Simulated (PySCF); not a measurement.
**Diatomic cations of K with the chalcogens**

PBE0 with double-zeta basis sets in PySCF, for the lowest determinant that a PBE0 search found; no spin–orbit coupling. De refers to high-spin ground-configuration atoms (the charge goes to the atom of lower measured ionisation energy or higher electron affinity, which is not always the lowest computed limit). A positive dipole points towards K; it is taken about the centre of mass and depends on that origin.

```csv
M,basis,charged atom,state (unpaired electrons),Re (Å),ωe (cm⁻¹),De (eV),μ (D)
O,def2-SVP,K+,triplet (π ↑↑),3.006,114,0.26,3.75
Se,def2-SVP,K+,triplet (π ↑↑),3.490,89.8,0.41,9.73
Te,def2-SVP,K+,triplet (π ↑↑),3.674,83.8,0.43,11.52
```

(1) The row for M = S is missing. Estimate Re, ωe and De as the mean of the rows for O and Se, and compare with the calculation.

Weak bonds: KO⁺, KSe⁺, KS⁺, KTe⁺. Basis-set superposition, not corrected here, can be much of De in a small basis, most of all at correlated wavefunction levels. These are scalar-relativistic numbers at best; spin–orbit coupling would shift them, the dissociation energy most. For an ion De counts to the pair picked by the measured ionisation energies or electron affinities, which need not be the lowest pair at this level. States were picked by a PBE0 search and need not be the measured ground states.

Answers

(1) The means are 3.248 Å, 102 cm⁻¹ and 0.33 eV. PBE0 in def2-SVP gives KS⁺ as a triplet (π ↑↑) with Re = 3.388 Å, ωe = 109 cm⁻¹, De = 0.40 eV, so the estimate is off by -14.0 pm, -6 % and -0.07 eV.
